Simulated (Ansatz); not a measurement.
Input:

```yaml
crystal:
  periodic: [false, false, false]
  atoms:
    - { symbol: Si, position_ang: [0.711566, 1.252082, -0.538823] }
    - { symbol: C, position_ang: [0.191107, -0.415514, 0.103403] }
    - { symbol: O, position_ang: [-0.365883, -1.057659, 1.068099] }
    - { symbol: S, position_ang: [0.068231, -2.138838, -0.362256] }
    - { symbol: H, position_ang: [-0.651414, 0.46633, -0.948858] }
    - { symbol: H, position_ang: [0.046404, 1.893598, 0.678436] }
basis:
  gaussian: { orbitals: def2-SVP }
hamiltonian:
  xc: b3lyp
  dispersion: d4
md:
  timestep: 0.5
  n_steps: 200
  ensemble: nve
  temperature: 100.0
  initial_velocities: maxwell_boltzmann
  seed: 7365
```

Launched with:

```bash
$ ansatz run input.yaml --threads 1 --pin off --max-ram 2048MiB --backend cpu --events-out ev --progress --plain --runs-dir out
```

Hardware: 1 thread of AMD EPYC 9R45 96-Core Processor (Zen 5) (shared host).

Question: Roughly how long does this run take, and how much memory?

Answer: 3.2 min, with a peak of 0.16 GiB, for 201 ionic steps.
